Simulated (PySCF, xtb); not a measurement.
HfO₂, SMILES [O]=[Hf]=[O], multiplicity 1.

Harmonic wavenumbers (cm⁻¹) from GFN2-xTB in xtb at its own minimum, in rising order: 174, 672, 689.

What does B3LYP-D3(BJ)/def2-TZVP run with PySCF give at its own minimum? (The exact figures need the calculation; the answer reports its results.)

293, 823, 908. Paired by order, the mean absolute difference is 163 cm⁻¹ and the zero-point energies are 2.2 and 2.9 kcal/mol.
